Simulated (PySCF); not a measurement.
# Dipole response of Co⁺ (cobalt, charge +1)

[Ar] 3d8, high-spin 3F determinant. Computed with PySCF 2.14 in aug-cc-pVTZ-DK (8s7p5d3f2g, 93 functions), with the spin-free X2C one-electron Hamiltonian (Gaussian nucleus). Coupled (time-dependent) response in atomic units; α is the mean over directions.

| method | mean α (bohr³) | C₆ (like pair) | S(−4) |
| --- | --- | --- | --- |
| LC-wPBE | 8.787 | 29.88 | 87.22 |

S(−4) is the Cauchy moment in α(ω) = α(0) + S(−4) ω² + …

α(iu) at LC-wPBE:

```csv
u (hartree),α(iu) (bohr³)
0,8.787
0.0500,8.577
0.100,8.035
0.200,6.645
0.300,5.486
0.500,4.080
0.750,3.135
1.00,2.528
1.50,1.749
2.00,1.281
3.00,0.7775
5.00,0.3804
```

A single London oscillator, α(iu) = α/(1 + u²/ω²), gives C₆ = (3/4) ω α². Matching the computed C₆ needs ω = 4 × 29.88 / (3 × 8.787²) = 0.516 hartree.

For an ion, C₆ is the dispersion term alone; charge-induced terms of lower order in 1/R come first.
